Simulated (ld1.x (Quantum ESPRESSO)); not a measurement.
**An all-electron radial function and its pseudo partner (copper)**

Columns: radius, all-electron u(r) and pseudo u(r) of the 3s shell (level -123.06 eV) of copper in the configuration [Ne] 3s2 3p6 3d10 4s0 4p0; Wu–Cohen, scalar-relativistic, RRKJ scheme, ld1.x (Quantum ESPRESSO) 7.5.

```json
{"r (bohr)": "0.062", "all-electron": "0.0765", "pseudo": "0.0271"}
{"r (bohr)": "0.125", "all-electron": "-0.6026", "pseudo": "0.0844"}
{"r (bohr)": "0.188", "all-electron": "-0.6585", "pseudo": "0.1929"}
{"r (bohr)": "0.250", "all-electron": "-0.2977", "pseudo": "0.3550"}
{"r (bohr)": "0.312", "all-electron": "0.1899", "pseudo": "0.5609"}
{"r (bohr)": "0.375", "all-electron": "0.6429", "pseudo": "0.7901"}
{"r (bohr)": "0.438", "all-electron": "0.9820", "pseudo": "1.0075"}
{"r (bohr)": "0.500", "all-electron": "1.1933", "pseudo": "1.1805"}
{"r (bohr)": "0.562", "all-electron": "1.2982", "pseudo": "1.2924"}
{"r (bohr)": "0.625", "all-electron": "1.3209", "pseudo": "1.3360"}
{"r (bohr)": "0.688", "all-electron": "1.2842", "pseudo": "1.3142"}
{"r (bohr)": "0.750", "all-electron": "1.2109", "pseudo": "1.2435"}
{"r (bohr)": "0.812", "all-electron": "1.1164", "pseudo": "1.1423"}
{"r (bohr)": "0.875", "all-electron": "1.0104", "pseudo": "1.0259"}
{"r (bohr)": "0.938", "all-electron": "0.9024", "pseudo": "0.9092"}
{"r (bohr)": "1.000", "all-electron": "0.7992", "pseudo": "0.8011"}
{"r (bohr)": "1.062", "all-electron": "0.7022", "pseudo": "0.7024"}
{"r (bohr)": "1.125", "all-electron": "0.6116", "pseudo": "0.6116"}
{"r (bohr)": "1.188", "all-electron": "0.5297", "pseudo": "0.5297"}
{"r (bohr)": "1.250", "all-electron": "0.4579", "pseudo": "0.4579"}
{"r (bohr)": "1.312", "all-electron": "0.3943", "pseudo": "0.3943"}
{"r (bohr)": "1.375", "all-electron": "0.3376", "pseudo": "0.3376"}
{"r (bohr)": "1.438", "all-electron": "0.2883", "pseudo": "0.2883"}
{"r (bohr)": "1.500", "all-electron": "0.2462", "pseudo": "0.2462"}
{"r (bohr)": "1.562", "all-electron": "0.2099", "pseudo": "0.2099"}
{"r (bohr)": "1.625", "all-electron": "0.1781", "pseudo": "0.1781"}
```

Problem. How many radial nodes do the two functions have?

Solution. The all-electron 3s function has n − l − 1 = 2; the pseudo-wave has 0, since the states of the same l below it are removed with the core.

Problem. At about which radius was the pseudo-wave matched?

Solution. 1.10 bohr, where the columns begin to agree (steps of 0.06 bohr).

Problem. Is the pseudo-wave norm-conserving?

Solution. Yes: the RRKJ scheme keeps the norm inside the radius equal to the all-electron one, which fixes the energy derivative of the logarithmic derivative at the level.
